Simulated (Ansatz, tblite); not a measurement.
Forces on the cluster K₂Sn₂Cl₆ at its r2SCAN-D4/def2-SVP geometry. Charge 0, multiplicity 1.

In the def2 sets Sn takes a core potential; there is no spin–orbit coupling. The xTB rows come from tblite. The structure comes from a short search, and lower isomers may exist.

GFN1-xTB (tblite), largest force 1.22 eV/Å:

```xyz
10
positions Å, forces eV/Å
K    -2.276   -0.655   -0.604    0.476    0.096   -0.393
K     1.519    0.577    0.240   -0.348   -0.118    0.383
Sn    0.561    0.531    3.881    0.077    0.030   -0.995
Sn   -0.015   -0.520   -3.665   -0.499    0.048    1.112
Cl   -1.173    0.364    1.969    0.369   -0.064    0.168
Cl   -2.420   -1.178   -3.597    0.400    0.148    0.231
Cl    0.512   -1.846   -1.557   -0.168    0.449   -0.303
Cl    1.695    2.419    2.702   -0.170   -0.423   -0.030
Cl    2.008   -1.158    2.752   -0.252    0.370   -0.044
Cl   -0.411    1.467   -2.121    0.116   -0.536   -0.130
```

GFN2-xTB (tblite), largest force 0.89 eV/Å:

```
K 0.135 0.047 -0.089
K -0.049 0.014 0.279
Sn 0.273 0.037 -0.844
Sn -0.606 -0.085 0.617
Cl 0.153 -0.086 0.168
Cl 0.501 0.160 0.144
Cl -0.089 0.430 -0.377
Cl -0.192 -0.492 0.158
Cl -0.310 0.451 0.151
Cl 0.184 -0.477 -0.208
```

r2SCAN-D4/def2-TZVP (Ansatz), largest force 0.40 eV/Å:

```
K -0.026 -0.021 -0.027
K 0.029 0.010 -0.013
Sn 0.131 0.008 -0.343
Sn -0.208 -0.003 0.343
Cl 0.109 0.026 0.164
Cl 0.205 0.053 -0.029
Cl -0.033 0.084 -0.189
Cl -0.098 -0.155 0.126
Cl -0.134 0.139 0.115
Cl 0.027 -0.142 -0.146
```
